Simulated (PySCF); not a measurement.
Compound: C5H13OPSi.
Geometry (GFN2-xTB, Å), atoms numbered from 1 in this order:
```
atom  x, y, z in Å
C1    -2.705    0.176   -0.276
P2    -1.029    0.098    0.467
O3    -1.039    0.177    1.934
C4    -0.294   -1.460   -0.172
C5     1.109   -1.597    0.405
Si6    2.212   -0.164   -0.175
C7     1.324    1.463    0.242
C8    -0.089    1.461   -0.328
H9    -3.166    1.112    0.035
H10   -3.290   -0.647    0.131
H11   -2.683    0.116   -1.360
H12   -0.282   -1.459   -1.263
H13   -0.943   -2.275    0.167
H14    1.532   -2.567    0.137
H15    1.028   -1.574    1.494
H16    2.368   -0.253   -1.637
H17    3.514   -0.219    0.491
H18    1.249    1.566    1.326
H19    1.876    2.330   -0.124
H20   -0.084    1.343   -1.412
H21   -0.615    2.390   -0.082
```

NICS = −σ at a ghost point: NICS(0) at the centroid of the ring atoms, NICS(1) 1 Å to either side along the normal of their mean plane, zz for the tensor component along that normal. Level: GIAO PBE0/pcSseg-1 (PySCF, non-relativistic, gas phase) on the GFN2-xTB geometry, one conformer.

Ring bond lengths (Å), with Mayer bond orders in brackets: P2–C4 1.837 (0.90), C4–C5 1.523 (1.03), C5–Si6 1.900 (0.91), Si6–C7 1.899 (0.91), C7–C8 1.523 (1.03), C8–P2 1.837 (0.90).

Q: Give the NICS values of each ring in ppm.

A: 
```tsv
ring	type	NICS(0)	NICS(1), two faces	NICS(1)zz, two faces	rms pucker (Å)	centre to ring atoms, mean (Å)
P2–C4–C5–Si6–C7–C8	6-membered ring with P and Si; formal bonds all single	-1.3	-1.9 / -1.7	4.3 / 5.8	0.30	1.68
```

Q: What do they say, and how far can they be read as aromaticity?

A: 
- P2–C4–C5–Si6–C7–C8: mean NICS(1)zz 5.0 ppm, deshielded. P2, C4, C5, Si6, C7, C8 have four or more neighbours, so the value isn't read as a sign of a π ring current.

Q: What field does 9.4 T along the ring normal induce along that normal at the first NICS(1) probe listed for ring P2–C4–C5–Si6–C7–C8, 1 Å off the ring?

A: NICSzz × B0 = 4.3 ppm × 9.4 T = 40 μT, along the applied field.

Q: What are the shieldings of the ring atoms and their hydrogens in the same run (means over atoms taken as equivalent)?

A: 
```json
{"atoms": "P2", "environment": "phosphoryl phosphorus", "σ isotropic (ppm)": "312.4"}
{"atoms": "C4 (×2)", "environment": "sp3 carbon bound to phosphorus", "σ isotropic (ppm)": "155.9"}
{"atoms": "C5 (×2)", "environment": "sp3 carbon bound to silicon", "σ isotropic (ppm)": "182.8"}
{"atoms": "Si6", "environment": "SiH2 silicon", "σ isotropic (ppm)": "393.9"}
{"atoms": "H12 (×2)", "environment": "methylene hydrogen", "σ isotropic (ppm)": "30.42"}
{"atoms": "H13 (×2)", "environment": "methylene hydrogen", "σ isotropic (ppm)": "29.65"}
{"atoms": "H14 (×2)", "environment": "methylene hydrogen", "σ isotropic (ppm)": "30.72"}
{"atoms": "H15 (×2)", "environment": "methylene hydrogen", "σ isotropic (ppm)": "29.93"}
{"atoms": "H16", "environment": "Si–H hydrogen", "σ isotropic (ppm)": "27.72"}
{"atoms": "H17", "environment": "Si–H hydrogen", "σ isotropic (ppm)": "27.60"}
```
